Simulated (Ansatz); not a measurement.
**Two structures, one formula**

Two relaxed structures of CH3SSe (charge -1), singlet (PBE0-D4/def2-TZVPD; forces vanish, vibrations not checked).

A:

| atom | x (Å) | y (Å) | z (Å) |
| --- | --- | --- | --- |
| C1 | 0.1981 | -0.3913 | 0.3164 |
| S2 | 0.9220 | -0.7964 | -1.2483 |
| Se3 | 1.6132 | 0.3099 | 1.5704 |
| H4 | -0.5424 | 0.4094 | 0.2643 |
| H5 | 0.7764 | 0.5692 | 2.7732 |
| H6 | -0.2294 | -1.2496 | 0.8387 |

B:

| atom | x (Å) | y (Å) | z (Å) |
| --- | --- | --- | --- |
| C1 | -0.6902 | -0.5313 | -0.7240 |
| S2 | 1.1101 | -0.5448 | -0.6152 |
| Se3 | 1.4699 | 0.5007 | 1.3012 |
| H4 | -0.9814 | -1.0339 | -1.6541 |
| H5 | -1.0638 | 0.4962 | -0.7307 |
| H6 | -1.1274 | -1.0576 | 0.1288 |

Program: Ansatz 0.2.0. Basis: def2-TZVPPD. Cores are frozen in the correlated methods. Filled d shells of the heavier atoms are correlated. The def2 sets are not built for correlating such inner shells, so the correlated values are less sure here. B3LYP uses VWN-RPA correlation.

(1) Which structure is lower at CCSD(T), and by how much? (To be estimated.)

No T1 diagnostic of these runs exceeds 0.012.

Results:

(1) The calculation gives: B, by 15.94 kcal/mol (electronic energy, against the other). By their contacts, A is CH₃SSe ([S][CH2][SeH]), total charge -1 and B is CH₃SSe ([CH3][S][Se]), total charge -1.

All methods give the same order:

| method | E(B) − E(A) (kcal/mol) |
| --- | --- |
| PBE-D4 | -17.08 |
| r2SCAN-D4 | -17.84 |
| PBE0-D4 | -18.51 |
| B3LYP-D4 | -18.18 |
| wB97M-V | -18.59 |
| HF | -21.08 |
| MP2 | -16.14 |
| CCSD | -16.59 |
| CCSD(T) | -15.94 |

Labels in which every atom is bracketed show which atoms are joined, not bond orders.

For scale, one of the runs: CCSD(T)/def2-TZVPPD, 196 basis functions, launched by `ansatz run in.yaml --threads 2 --pin off --events-out ev --progress --plain --max-ram 4352MiB`. Hardware: 2 CPU threads of an Arm Neoverse V2, shared host. Wall time 77 s; peak host memory 2.2 GiB.
